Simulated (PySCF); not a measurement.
Cartesian coordinates (Å):
```xyz
4

S     -1.4477    -0.6737     0.0183
In     1.0091    -0.7738     0.0497
H     -1.4483     0.6716    -0.0349
H      1.8868     0.7759    -0.0331
```
Charge 0, spin multiplicity 2.

Estimate the dipole moment, total energy and highest occupied spin orbital that ωB97X-D3(BJ)/def2-TZVP // B3LYP-D3(BJ)/def2-TZVP (PySCF 2.14.0) returns for this input.


- dipole moment: 1.90 D
- total energy: -589.6174 Ha
- highest occupied spin orbital: -8.07 eV
